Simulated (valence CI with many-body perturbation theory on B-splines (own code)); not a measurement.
E1 line list for Fe¹⁹⁺

Computed by valence CI with perturbative core correlation (CI+MBPT): five valence electrons over a frozen Dirac-Fock core [He], a basis of 9 s, 9 p, 8 d, 6 f, 3 g, 1 h functions for each j, with the one-electron correlation potential Σ1 (screened to all orders), the two-electron term Σ2, the three-electron term Σ3, Breit, model QED; selected single and double excitations, second order for the rest (own B-spline code, finite nucleus).

No measured levels were compared; by estimate levels of excited configurations hold to 0.05 to 0.15 % of their energy, terms of the ground configuration to about 0.5 %. Among the levels kept, up to 2100 cm⁻¹ of a level comes from second order outside the variational space, and about a tenth of that is noise between levels of different J, which matters for small intervals.

Lines 1 to 50 of 276 in falling wavelength, among levels below 73.101 Ry, chosen from the strongest by gf and those to the six lowest levels. Wavelengths and rates use the calculated energies, so an error of 700 cm⁻¹ moves a line at 547.7 Å by 0.38 % and its rate by three times that or more. Electric multipoles are in the length gauge, E1 and E2 with the static RPA response of the core. Weak lines are less certain than strong ones. Lines between different terms over intervals too small for the method are left out, as are lines whose strength nearly cancels. Where a level lies close to another of its J and parity, the split of strength between their lines is uncertain. The highest levels of a list are the least certain.

Names give the largest LS component (configuration and term), which can be under half, so a name can repeat, a term be missing and a line seem to break the LS rules; names also repeat where a configuration has a term twice. Letters in brackets count levels of one name in rising energy.

```csv
λ vac (Å),Upper,Lower,A (s⁻¹),S (a.u.) with core polarisation,S without
547.7,2s²2p²3p ⁴P°_5/2,2s²2p²3s ²P_3/2,2.34e+08,1.14e-01,1.14e-01
534.9,2s2p³3p ⁴P_3/2,2s2p³3s ⁴S°_3/2,8.65e+08,2.61e-01,2.61e-01
533.5,2s2p³3p ⁴P_5/2,2s2p³3s ⁴S°_3/2,7.23e+08,3.25e-01,3.25e-01
512.9,2s2p³3p ⁴P_1/2,2s2p³3s ⁴S°_3/2,8.93e+08,1.19e-01,1.19e-01
511.4,2s²2p²3p ²D°_3/2 [a],2s²2p²3s ²P_3/2,3.36e+08,8.86e-02,8.86e-02
506.2,2s²2p²3p ²S°_1/2,2s²2p²3s ⁴P_3/2,8.20e+08,1.05e-01,1.05e-01
496.9,2s²2p²3p ⁴D°_1/2,2s²2p²3s ⁴P_1/2,1.49e+09,1.81e-01,1.81e-01
485.2,2s²2p²3d ²D_5/2 [c],2s2p³3s ⁴S°_3/2,3.21e+08,1.09e-01,1.09e-01
470.6,2s2p³3p ⁴P_5/2,2s²2p²3p ²P°_3/2 [b],5.28e+08,1.63e-01,1.63e-01
468.2,2s²2p²3p ⁴P°_5/2,2s²2p²3s ⁴P_5/2,1.28e+09,3.91e-01,3.91e-01
459.8,2s²2p²3p ²F°_5/2,2s²2p²3s ²D_3/2,1.62e+09,4.66e-01,4.66e-01
455.0,2s2p³3p ⁶P_3/2,2s2p³3s ⁶S°_5/2,2.21e+09,4.11e-01,4.11e-01
441.7,2s2p³3p ⁶P_5/2,2s2p³3s ⁶S°_5/2,2.33e+09,5.96e-01,5.96e-01
441.6,2s²2p²3p ⁴D°_3/2 [b],2s²2p²3s ⁴P_3/2,1.17e+09,1.98e-01,1.98e-01
439.4,2s²2p²3p ²F°_5/2,2s²2p²3s ²D_5/2,3.02e+08,7.58e-02,7.58e-02
436.1,2s²2p²3d ⁴P_5/2,2s²2p²3p ²D°_5/2 [a],4.03e+08,9.90e-02,9.90e-02
432.6,2s²2p²3d ²D_5/2 [c],2s²2p²3p ²P°_3/2 [b],8.07e+08,1.94e-01,1.93e-01
429.2,2s²2p²3d ²P_3/2 [b],2s²2p²3p ²P°_3/2 [b],8.01e+08,1.25e-01,1.25e-01
422.6,2s²2p²3p ⁴D°_7/2,2s²2p²3s ⁴P_5/2,2.63e+09,7.83e-01,7.83e-01
422.1,2s²2p²3p ⁴D°_5/2,2s²2p²3s ⁴P_3/2,2.37e+09,5.28e-01,5.28e-01
418.8,2s²2p²3p ²D°_3/2 [a],2s²2p²3s ²P_1/2,1.24e+09,1.79e-01,1.79e-01
417.6,2s²2p²3p ²D°_3/2 [b],2s²2p²3s ²D_3/2,6.83e+08,9.82e-02,9.82e-02
412.4,2s²2p²3p ²F°_7/2,2s²2p²3s ²D_5/2,2.90e+09,8.04e-01,8.04e-01
408.0,2s2p³3p ⁶P_7/2,2s2p³3s ⁶S°_5/2,3.16e+09,8.47e-01,8.47e-01
407.9,2s²2p²3p ²P°_1/2 [c],2s²2p²3s ²S_1/2,2.96e+09,1.98e-01,1.98e-01
407.5,2s²2p²3p ⁴D°_3/2 [a],2s²2p²3s ⁴P_1/2,2.54e+09,3.39e-01,3.39e-01
407.5,2s²2p²3d ⁴D_7/2,2s²2p²3p ⁴D°_7/2,7.38e+08,1.97e-01,1.97e-01
403.8,2s²2p²3d ²D_5/2 [b],2s²2p²3p ²D°_5/2 [b],9.68e+08,1.89e-01,1.89e-01
403.0,2s²2p²3d ⁴F_9/2,2s²2p²3p ⁴D°_7/2,2.63e+09,8.51e-01,8.51e-01
401.0,2s²2p²3p ⁴P°_1/2,2s²2p²3s ⁴P_3/2,1.31e+09,8.36e-02,8.37e-02
400.7,2s²2p²3p ²D°_3/2 [b],2s²2p²3s ²D_5/2,1.81e+09,2.30e-01,2.30e-01
396.4,2s²2p²3d ²G_7/2,2s²2p²3p ²F°_5/2,2.49e+09,6.12e-01,6.12e-01
396.2,2s²2p²3d ⁴F_7/2,2s²2p²3p ⁴D°_5/2,2.66e+09,6.54e-01,6.54e-01
396.1,2s²2p²3p ²P°_3/2 [a],2s²2p²3s ²P_3/2,1.76e+09,2.16e-01,2.16e-01
393.2,2s²2p²3d ²G_9/2,2s²2p²3p ²F°_7/2,2.94e+09,8.84e-01,8.84e-01
391.7,2s²2p²3d ²P_1/2 [b],2s²2p²3p ²P°_1/2 [b],1.71e+09,1.02e-01,1.02e-01
389.2,2s²2p²3p ²D°_5/2 [b],2s²2p²3s ²D_3/2,6.33e+08,1.11e-01,1.11e-01
389.0,2s²2p²3d ²F_5/2,2s²2p²3p ²D°_3/2 [a],2.34e+09,4.08e-01,4.08e-01
388.6,2s²2p²3d ⁴P_5/2,2s²2p²3p ⁴S°_3/2,8.24e+08,1.43e-01,1.43e-01
387.8,2s²2p²3p ²D°_5/2 [a],2s²2p²3s ²P_3/2,2.17e+09,3.75e-01,3.75e-01
386.8,2s²2p²3d ⁴F_5/2 [a],2s²2p²3p ⁴D°_3/2 [a],2.87e+09,4.92e-01,4.92e-01
385.2,2s²2p²3p ²P°_3/2 [c],2s²2p²3s ²S_1/2,3.18e+09,3.59e-01,3.59e-01
384.6,2s²2p²3d ⁴F_5/2 [b],2s²2p²3p ⁴D°_5/2,6.42e+08,1.08e-01,1.08e-01
383.4,2s²2p²3p ⁴S°_3/2,2s²2p²3s ⁴P_5/2,2.59e+09,2.88e-01,2.88e-01
382.3,2s²2p²3d ²D_3/2 [b],2s²2p²3p ²D°_3/2 [b],1.42e+09,1.56e-01,1.56e-01
382.0,2s²2p²3d ²P_3/2 [a],2s²2p²3p ⁴D°_3/2 [b],7.82e+08,8.60e-02,8.60e-02
380.7,2s²2p²3d ²F_7/2 [a],2s²2p²3p ²D°_5/2 [a],2.69e+09,5.86e-01,5.86e-01
378.3,2s²2p²3d ²D_3/2 [a],2s²2p²3p ²P°_1/2 [a],1.29e+09,1.38e-01,1.38e-01
377.2,2s²2p²3d ²D_5/2 [b],2s²2p²3p ²D°_3/2 [b],1.03e+09,1.64e-01,1.64e-01
376.7,2s²2p²3p ²P°_1/2 [b],2s²2p²3s ²D_3/2,2.48e+09,1.31e-01,1.31e-01
```
